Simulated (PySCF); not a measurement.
NICS in isomers of C6H7OPS.

Probes without a nucleus sit at each ring's centroid and 1 Å off its mean plane on both sides; NICS is minus the shielding there, NICSzz its component along the normal. Level: GIAO PBE0/pcSseg-1 (PySCF, non-relativistic, gas phase) on the GFN2-xTB geometries, one conformer each. Atom numbers follow the mapped SMILES.

**Question.** Order these rings by mean NICS(1)zz, lowest (most negative) first (ppm).
A. ring C5–C6–C7–C8–S9 in `[CH3:1][O:2]/[CH:3]=[P:4]\[c:5]1[cH:6][cH:7][cH:8][s:9]1`
B. ring C3–P4–C5–O6–C7 in `[CH2:1]=[CH:2][c:3]1[p:4][cH:5][o:6][c:7]1[S:8][CH3:9]`
C. ring C4–P5–C6–C8–S9 in `[CH3:1][C:2](=[O:3])[c:4]1[p:5][c:6]([CH3:7])[cH:8][s:9]1`

**Answer.** A (-27.7), C (-22.1), B (-20.2).

| SMILES | ring | NICS(0) | NICS(1) | NICS(1)zz | HOMA | rms pucker (Å) | ring atoms with four or more neighbours |
| --- | --- | --- | --- | --- | --- | --- | --- |
| CO/C=P\c1cccs1 | 5-membered ring with S; formal bonds all aromatic | -12.7 | -11.7 | -27.7 | 0.83 | 0.00 | 0 |
| CC(=O)c1pc(C)cs1 | 5-membered ring with P and S; formal bonds all aromatic | -9.8 | -10.5 | -22.1 | 0.72 | 0.00 | 0 |
| C=Cc1pcoc1SC | 5-membered ring with O and P; formal bonds all aromatic | -9.6 | -9.4 | -20.2 | 0.44 | 0.00 | 0 |

NICS(0) gives the same order. The isotropic NICS(1) gives the same order. HOMA uses Krygowski's 1993 parameters. NICS(1) and NICS(1)zz are means over the two faces.
